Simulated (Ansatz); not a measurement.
`[BH2][GaH2]` and `[BH2][GaH][CH3]` differ in one atom or group.

Ansatz, PBE0-D4/def2-TZVP geometries, multiplicity 1. 

Scalar relativity is left out up to krypton.

```
                                                                                  property  `[BH2][GaH2]`
                                                       HOMO–LUMO gap (PBE/def2-TZVPP) / eV           3.24
                                                       HOMO energy (B3LYP/def2-TZVPP) / eV          -7.43
                                                     LUMO energy (ωB97M-V/def2-TZVPP) / eV          -0.29
                                                     HOMO–LUMO gap (B3LYP/def2-TZVPP) / eV           4.98
                                                     HOMO energy (ωB97M-V/def2-TZVPP) / eV          -9.77
ideal-gas entropy at 298 K and 1 bar (rigid rotor, harmonic PBE0-D4/def2-TZVP) / J/(mol·K)            269
```

**Question.** Give the same properties after the change, and the shifts. (An estimate is asked.)

**Answer.** Computed: 
```csv
property,`[BH2][GaH][CH3]`,shift
HOMO–LUMO gap (PBE/def2-TZVPP) / eV,3.05,-0.19
HOMO energy (B3LYP/def2-TZVPP) / eV,-7.09,0.34
LUMO energy (ωB97M-V/def2-TZVPP) / eV,-0.20,0.09
HOMO–LUMO gap (B3LYP/def2-TZVPP) / eV,4.77,-0.21
HOMO energy (ωB97M-V/def2-TZVPP) / eV,-9.44,0.33
"ideal-gas entropy at 298 K and 1 bar (rigid rotor, harmonic PBE0-D4/def2-TZVP) / J/(mol·K)",327,58
```

With PBE0 the HOMO rises by 0.34 eV and the LUMO rises by 0.12 eV, so the gap narrows by about 0.22 eV. PBE moves the HOMO by 0.33 eV and ωB97M-V by 0.33 eV. The zero-point energy changes by 77.0 kJ/mol with +9 modes. Modes under 60 cm⁻¹, often nearly free rotors, make the harmonic entropy too high.

B3LYP here is the variant with VWN-RPA as its local correlation; programs differ in this.
